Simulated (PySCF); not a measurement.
Species: C5H7NOSe.
SMILES with atom numbers: `[CH3:1][c:2]1[n:3][cH:4][se:5][c:6]1[CH2:7][OH:8]` (hydrogens: H9, H10, H11 on C1; H12 on C4; H13, H14 on C7; H15 on O8)

Level: CAM-B3LYP/def2-SVPD in PySCF, non-relativistic, on one gas-phase PBE0-D3(BJ)/def2-SVP geometry that isn't relaxed in the solvent. The solvent is an IEF-PCM continuum (cavity from Bondi-type radii × 1.2). The model holds no explicit solvent molecules, cavitation or dispersion. Spin–orbit coupling is left out although an atom past zinc is present.

Gas phase at CAM-B3LYP/def2-SVPD: HOMO -8.12 eV, LUMO -0.06 eV, dipole 1.69 D.

**Question.** What does the continuum do to the energy, the frontier levels and the dipole at CAM-B3LYP/def2-SVPD in benzene and acetonitrile?

**Answer.** 
| solvent | ε | E(solvent) − E(gas) (kJ/mol) | polarisation term (kJ/mol) | distortion of the solute (kJ/mol) | HOMO (eV) | LUMO (eV) | dipole (D) |
| --- | --- | --- | --- | --- | --- | --- | --- |
| benzene | 2.271 | -13.44 | -14.35 | 0.91 | -8.05 | 0.00 | 2.03 |
| acetonitrile | 35.69 | -30.64 | -35.99 | 5.35 | -8.01 | 0.04 | 2.63 |

The first energy column is the sum of the next two and covers electrostatics alone. From benzene to acetonitrile the lowering changes by a factor 2.28, Onsager's factor (ε − 1)/(2ε + 1) by 2.09 and ε itself by 15.7.

**Question.** Which radius a makes the point-dipole formula ΔE = −[(ε − 1)/(2ε + 1)]·μ²/a³ give the value in acetonitrile, with the gas-phase dipole?

**Answer.** μ = 0.663 au and |ΔE| = 0.01167 Eh give a = 1.39 Å; the farthest nucleus lies 3.68 Å from the centroid of the nuclei, so such a sphere wouldn't even hold the nuclei. The formula assumes a rigid point dipole at the centre of a sphere.

**Question.** How does the static polarisability (CAM-B3LYP/def2-SVPD, frozen core, with the continuum's full static response) change?

**Answer.** 
```json
{"medium": "gas", "isotropic (au)": "94.1", "principal values (au)": "67.7, 103.1, 111.5", "⟨r²⟩ of the electrons (bohr²)": "1332.0"}
{"medium": "benzene", "isotropic (au)": "109.1", "principal values (au)": "77.1, 119.9, 130.3", "⟨r²⟩ of the electrons (bohr²)": "1332.2"}
{"medium": "acetonitrile", "isotropic (au)": "132.0", "principal values (au)": "95.7, 142.6, 157.7", "⟨r²⟩ of the electrons (bohr²)": "1332.6"}
```

The isotropic value in acetonitrile is 1.40 times the gas-phase one; no cavity-field correction is applied. ⟨r²⟩ is taken about the centre of nuclear charge.

Cost: about 80 s of CPU time on one thread; the machine was shared, so the figure is rough. This is the whole response run at CAM-B3LYP/def2-SVPD in acetonitrile, SCF included.

Shape of the structure used: `[CH3:1][c:2]1[n:3][cH:4][se:5][c:6]1[CH2:7][OH:8]`: Se5–C6–C7–O8 -125°, H–O8–C7–C6 48°.
